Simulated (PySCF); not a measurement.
# Fractional electron number in Os (osmium, neutral)

The 6s beta orbital of [Xe] 4f14 5d6 6s2 is emptied in steps (occupation f), with all orbitals relaxed, ending at [Xe] 4f14 5d6 6s1. Computed with PySCF 2.14 in aug-cc-pVDZ-PP with ECP60MDF, with a scalar-relativistic core potential. The exact energy is a straight line in f; departures are measured from the line between the end points of the same method.

```tsv
f	PBE0 (eV)	r2SCAN (eV)
1	0.000	0.000
0.8	-0.353	-0.474
0.6	-0.534	-0.738
0.4	-0.549	-0.773
0.2	-0.388	-0.536
0	0.000	0.000
```

```tsv
method	E(f=0) − E(f=1) (eV)	−ε at f=1 (eV)	−ε at f=0.4 (eV)
PBE0	8.108	5.914	8.431
r2SCAN	8.081	5.214	8.541
```

Orbital energy along the path (eV):

```json
{"f": "1", "PBE0": "-5.914", "r2SCAN": "-5.214"}
{"f": "0.8", "PBE0": "-6.774", "r2SCAN": "-6.224"}
{"f": "0.6", "PBE0": "-7.624", "r2SCAN": "-7.312"}
{"f": "0.4", "PBE0": "-8.431", "r2SCAN": "-8.541"}
{"f": "0.2", "PBE0": "-9.463", "r2SCAN": "-10.016"}
{"f": "0", "PBE0": "-10.623", "r2SCAN": "-11.462"}
```

Reference removal energy between the ground levels: 8.438 eV (measured; NIST Atomic Spectra Database, ionization energies). The calculation has no spin-orbit coupling.
